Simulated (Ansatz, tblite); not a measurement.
Cost and result up the ladder for Ge(CCH)2Me2 (C6H8Ge) (15 atoms). Total charge 0; singlet. Geometry: PBE0-D4/def2-SVP.

Cartesian coordinates in Å:
```
Ge 0.033 0.031 -0.044
C -1.093 -1.483 -0.336
C -1.803 -2.447 -0.553
H -2.433 -3.299 -0.738
C -0.033 0.439 1.820
C -0.054 0.724 3.002
H -0.078 0.970 4.049
C -0.657 1.543 -1.052
H -0.040 2.433 -0.865
H -1.691 1.758 -0.749
H -0.643 1.316 -2.128
C 1.858 -0.429 -0.531
H 1.906 -0.700 -1.595
H 2.205 -1.282 0.068
H 2.523 0.427 -0.348
```

Ansatz on 2 threads of AMD EPYC 7R13 on a shared host and a share (18 GiB) of an NVIDIA H100 80GB HBM3; xTB runs through tblite on one thread. Times are rough, summed over both states, and most runs start from the orbitals of an earlier one. ωB97M-V/def2-TZVP serves as the yardstick here, not as an exact answer. Differences are given only for rows in sets of like size (and for xTB, whose basis is part of the method), since another set adds its own error. The other state is a doublet.

The xTB rows come from tblite. Correlated methods freeze 15 core orbitals; core or outer-core shells of Ge are correlated, in sets that lack core-valence functions. The rows differ in basis, and correlated rows in double-zeta sets carry the largest basis error. In CCSD on the charge 1 doublet the largest single amplitude is 0.42, so its Hartree–Fock determinant may place the open shell otherwise than the density functionals do.

Run but left out: HF/def2-SVP, MP2/def2-SVP (charge +1 doublet: a determinant that CCSD turns far, T1 0.057).

Correlated methods converge slowly with the basis, most of all in double-zeta sets.

Raw xTB energies of ions are shifted by several eV.

```
                          level  functions  wall time  vertical IE (eV)  difference from ωB97M-V/def2-TZVP (eV)                        remarks
                       GFN2-xTB         41    0.015 s             13.51                                    3.56                              –
                       GFN1-xTB         49     0.02 s             14.28                                    4.33                              –
               PBE-D4/def2-TZVP        282       15 s              9.09                                   -0.85                              –
              ωB97M-V/def2-TZVP        282       21 s              9.95                                    0.00                              –
               CCSD(T)/def2-SVP        156       23 s              9.98                                       –  large T1 (0.057) (+1 doublet)
PBE0-D4/def2-TZVP (with forces)        282       25 s              9.50                                   -0.45                              –
```
